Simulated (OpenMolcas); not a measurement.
# Ge: the spin-orbit constant, Slater's ratio, worked from levels

- Program: OpenMolcas
- Basis: ANO-RCC-VTZP [6s5p3d1f]
- Scalar Hamiltonian: DKH2, point nucleus
- Active space: 4 electrons in 4 orbitals (4s 4p)
- State averaging: 2S+1 = 3 even, 6 roots (3 in the spin-orbit step); 2S+1 = 1 even, 6 roots kept (CI in the orbitals of an earlier block); 2S+1 = 5 odd, 1 root; 2S+1 = 3 odd, 5 roots kept (CI in the orbitals of an earlier block)
- Spin-orbit coupling: state interaction with AMFI integrals over the reference wave functions, term energies averaged over their components

Methods: CASSCF; SS-CASPT2, IPEA 0.25 Eh, imaginary shift 0.1 Eh (closed shells correlated: 3d). Measured levels: NIST Handbook of Basic Atomic Spectroscopic Data.

**The spin-orbit constant.** For the Hund term ³P of p2, E(J) = (A/2) J(J+1) + constant and ζ = 2S·A = 2A. From J = 0 to J = 2 the energy changes by 3 A.

| Source | E(2) - E(0) | A | ζ |
| --- | --- | --- | --- |
| CASSCF | 1329.0 | 443.0 | 886 |
| SS-CASPT2 | 1317.7 | 439.2 | 878 |
| measured | 1410.0 | 470.0 | 940 |

All in cm-1. SS-CASPT2 is off by -6.5 % and CASSCF by -5.7 %. Both methods take the spin-orbit matrix elements from the reference wave functions, so the second can move ζ only through the term energies and any multistate remixing. Second-order mixing with other terms is absorbed into this ζ.

**Slater's ratio.** With one set of orbitals, p2 has ¹D - ³P = 6 F2 and ¹S - ¹D = 9 F2 (F2 = F²/25), a ratio of 3/2. Term energies are centres of gravity, weighted by 2J + 1.

```
   Source  ¹D - ³P  ¹S - ³P  F2 from the first  Ratio
   CASSCF     8904    16523               1484  0.856
SS-CASPT2     7324    16786               1221  1.292
 measured     6156    15398               1026  1.501
```

Energies in cm-1. A ratio away from 3/2 shows effects beyond one configuration with one set of orbitals, and in heavier atoms second-order spin-orbit shifts. In CASSCF the valence s occupation is 1.90 in ¹S against 1.97 in ¹D: mixing out of s² acts most on ¹S and pulls it down.

Over all roots computed the reference weight is 0.89 to 0.96 in SS-CASPT2; the roots of lowest weight are the least certain, and an intruder state may touch them. Some high roots are left out of the spin-orbit mixing, which shifts the levels that they would mix with. Terms from blocks run as CI alone lack orbitals of their own. Without dynamic correlation excited terms often stand tens of per cent too high (terms of higher spin than the ground term too low), and those without a measured partner can miss by more than the paired ones (holds for CASSCF). Some terms miss by over 15 % even with CASPT2, which points to a basis or an active space too small for the shells correlated (holds for SS-CASPT2). Computed and measured levels are paired by configuration, term and J; levels that our copy of the source lacks, or whose pairing is in doubt (as where it misses far off the trend of its configuration), stay unpaired and out of the deviations. Only configurations of the active space appear.
